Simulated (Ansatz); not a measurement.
A run for Ansatz (an electronic-structure program): R-PBE0/def2-TZVPP on CH4 (SMILES C).

Ansatz 0.2 input:
```yaml
crystal:
  periodic: [false, false, false]
  atoms:
    - {symbol: C, position_ang: [0.00000000, 0.00000000, -0.00000000]}
    - {symbol: H, position_ang: [0.62892441, 0.62892441, 0.62892441]}
    - {symbol: H, position_ang: [-0.62892441, -0.62892441, 0.62892441]}
    - {symbol: H, position_ang: [0.62892442, -0.62892442, -0.62892441]}
    - {symbol: H, position_ang: [-0.62892442, 0.62892442, -0.62892441]}
basis:
  gaussian:
    orbitals: def2-TZVPP
hamiltonian:
  xc: {name: PBE0}
scf: {lower_state_search: off}
```

Output:

```
WARN ansatz: RAYON_NUM_THREADS=4 ignored (pool sized by the plan → 4); use --threads N
Functional definition: PBE0
these checks for a lower state are left out or cut short: stability, starts, cluster_reference, orbital_swaps, neighbouring_geometries, increment
integrals: 0.01 GiB planned
416 factors; their error is unknown
mean field: 0.17 GiB planned
mean field evaluation 1: about -1096.8660 eV, gradient 4.5e1 eV
mean field evaluation 2: about -1096.2068 eV, gradient 4.5e1 eV
mean field evaluation 4: about -1101.3990 eV, gradient 4.6e-2 eV
mean field evaluation 8: about -1101.3921 eV, gradient 7.6e-4 eV
mean field -1101.39213173 eV, -40.4754142906 hartree, gradient 2.7e-6 eV, S^2 0.000000; 0 other end points of the search recorded, 0 dependent functions left out
reference -1101.39215245 eV, -40.4754150520 hartree; 5, 5 occupied and 82, 82 virtual orbitals, 416 factors
Total energy: -1101.39215245 eV, -40.4754150520 hartree
Checks for a lower state left out: stability, starts, cluster_reference, orbital_swaps, neighbouring_geometries, increment
```

The calculation finished and met its thresholds.

Cost: roughly 0.4 core-seconds.
